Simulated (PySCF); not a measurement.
State search for InSe

Unrestricted PBE0; basis In cc-pVDZ-PP with ECP28, Se cc-pVDZ-PP with ECP10; scalar-relativistic core potentials; PySCF 2.14. Outer shells of the fragments: In 4d10 5s2 5p1; Se 3d10 4s2 4p4.

Followed along the bond (rough minima from three points):

```
2Ms+1   unpaired  ⟨S²⟩ at the start  R at minimum (Å)  Te (eV)
    2        π ↑               0.75              2.66     0.00
    2        σ ↑               0.76              2.42     0.04
    4  σ ↑, π ↑↑               3.76              2.71     2.53
```

Solutions found at the starting distance of 2.505 Å, counted from the lowest of them; the search is not exhaustive and high or unbound solutions are not listed, so other states can lie among these:

```json
{"2Ms+1": "2", "unpaired": "σ ↑", "term": "²Σ⁺", "E (eV)": "0.00", "⟨S²⟩": "0.76", "⟨Lz²⟩": "0.00", "μ (D)": "-4.19"}
{"2Ms+1": "2", "unpaired": "π ↑", "term": "²Π", "E (eV)": "0.02", "⟨S²⟩": "0.75", "⟨Lz²⟩": "1.01", "μ (D)": "-1.83"}
{"2Ms+1": "4", "unpaired": "σ ↑, π ↑↑", "term": "mixed", "E (eV)": "2.55", "⟨S²⟩": "3.76", "⟨Lz²⟩": "2.01", "μ (D)": "-0.30"}
{"2Ms+1": "4", "unpaired": "σ ↑, π ↑↑", "term": "mixed", "E (eV)": "2.74", "⟨S²⟩": "3.76", "⟨Lz²⟩": "2.01", "μ (D)": "-0.35"}
{"2Ms+1": "2", "unpaired": "σ ↑, π ↑↓", "term": "mixed", "E (eV)": "2.93", "⟨S²⟩": "1.76", "⟨Lz²⟩": "2.01", "μ (D)": "-0.54"}
{"2Ms+1": "2", "unpaired": "σ ↑, π ↑↓", "term": "mixed", "E (eV)": "3.10", "⟨S²⟩": "1.76", "⟨Lz²⟩": "2.01", "μ (D)": "0.06"}
```

A term symbol is given only where ⟨S²⟩ and ⟨Lz²⟩ are close to those of a pure state; real π, δ and φ orbitals otherwise mix terms. A positive dipole means In(−)Se(+).

**Question.** Compare the gap between the two lowest followed solutions at the starting distance with the gap between their minima.

**Answer.** At PBE0 the second solution (doublet, unpaired electrons σ ↑) lies -0.02 eV from the first (doublet, unpaired electrons π ↑) at 2.505 Å and +0.04 eV at the minima; the two curves relax by different amounts, since their minima lie near 2.42 and 2.66 Å. A gap this small is a tie at this level.

Spin–orbit coupling is left out. Counting both spins, an empty level lies below a filled one in some of these solutions, because spin and occupation are held.
